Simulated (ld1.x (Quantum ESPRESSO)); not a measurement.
Configuration tests for N (Z = 7) (ultrasoft)

nitrogen, ultrasoft, made with ld1.x (Quantum ESPRESSO) 7.5 (PBE, non-relativistic). Core [He], reference 2s2 2p3. Waves: 2s (bound): rcut 0.90, rcutus 1.10 bohr; 2s channel at 3.2 Ry: rcut 0.90, rcutus 1.10 bohr; 2p (bound): rcut 1.55, rcutus 1.65 bohr; 2p channel at 0.15 Ry: rcut 1.55, rcutus 1.65 bohr. Local part: all-electron potential smoothed inside 0.85 bohr (lloc = -1). Core correction: a·sin(br)/r model core inside 0.80 bohr. Augmentation charge: PSQ, inside the norm-conserving radii.

Energies are relative to the spin-unpolarised reference configuration 2s2 2p3; without spin polarisation the order of configurations can differ from experiment.

| valence configuration | charge | ΔE all-electron (eV) | error AE − PS (meV) |
| --- | --- | --- | --- |
| 2s2 2p2 | +1 | 13.597 | -13 |
| 2s2 2p1 | +2 | 42.456 | -67 |
| 2s2 2p0 | +3 | 89.541 | -83 |
| 2s1 2p0 | +4 | 167.310 | -15 |
| 2s2 2p2.5 | +0.5 | 5.096 | -2.3 |
| 2s1 2p4 | 0 | 11.477 | +1.7 |

What are ΔE and the potential's error for 2s0 2p5?

ΔE = 22.981 eV all-electron; the error (AE − PS) is +7.7 meV.
